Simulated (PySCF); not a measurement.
Correlation energy of Te (tellurium, neutral)

[Kr] 4d10 5s1 5p5, high-spin 3P determinant (an excited configuration). Computed with PySCF 2.14 in x2c-TZVPPall with one added diffuse shell each of s, p, d, f type (9s7p5d3f, 76 functions), with scalar relativity by spin-free X2C-1e. Frozen: [Ar] 3d10; 24 electrons correlated.

MP2 pair energies summed by pair of shells (mhartree):

| pair | energy | share (%) |
| --- | --- | --- |
| 4d-4d | -234.07 | 40.9 |
| 4d-5p | -97.19 | 17.0 |
| 5p-5p | -96.45 | 16.9 |
| 4p-4d | -55.58 | 9.7 |
| 4p-4p | -22.16 | 3.9 |
| 4d-5s | -16.46 | 2.9 |
| 4s-4d | -14.73 | 2.6 |
| 5s-5p | -12.92 | 2.3 |
| 4s-4p | -8.37 | 1.5 |
| 4p-5p | -7.13 | 1.2 |
| 4p-5s | -3.33 | 0.6 |
| 4s-4s | -2.00 | 0.3 |
| 4s-5p | -0.94 | 0.2 |
| 4s-5s | -0.28 | 0.0 |

Total MP2 correlation energy: -571.62 mhartree.

Same-spin part -199.08 and opposite-spin part -372.55 mhartree; SCS-MP2 scales them by 1/3 and 6/5 to -513.42 mhartree.

This basis was not built for core-valence correlation, so the inner-shell part is incomplete.
